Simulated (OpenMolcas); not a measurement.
# Ionisation energies of erbium

```yaml
Program: OpenMolcas
Basis: ANO-RCC-VDZP [7s6p4d2f1g]
Scalar_Hamiltonian: DKH2, point nucleus
Spin-orbit_coupling: state interaction with AMFI integrals over the reference wave functions, term energies averaged over their components
```

Active shells in each charge state: the valence f shell, with orbitals averaged over the low states. Where CASPT2's correlated closed shells are named, they are those of the first ion.

A. CASSCF
B. SS-CASPT2, IPEA 0.25 Eh, imaginary shift 0.1 Eh (closed shells correlated: 5s 5p)
C. SS-CASPT2, IPEA 0.25 Eh, imaginary shift 0.1 Eh (closed shells correlated: 4d 5s 5p)
D. SS-CASPT2, IPEA 0 Eh, imaginary shift 0.1 Eh (closed shells correlated: 5s 5p)

Energies in eV between the lowest computed levels, named as in B; reference values from the NIST Atomic Spectra Database with their kind.

| From | To | A | B | C | D | Spin-orbit share in B | Reference |
| --- | --- | --- | --- | --- | --- | --- | --- |
| Er2+ 4f¹² ³H₆ | Er3+ 4f¹¹ ⁴I°_15/2 | 18.286 | 23.177 | 23.194 | 23.165 | -0.209 | 22.700 (semi-empirical) |
| Er3+ 4f¹¹ ⁴I°_15/2 | Er4+ 4f¹⁰ ⁵I₈ | 39.598 | 43.683 | 43.680 | 43.697 | -0.071 | 42.420 (semi-empirical) |

The lowest level within the active space need not be the ion's true ground level.

° marks odd parity.
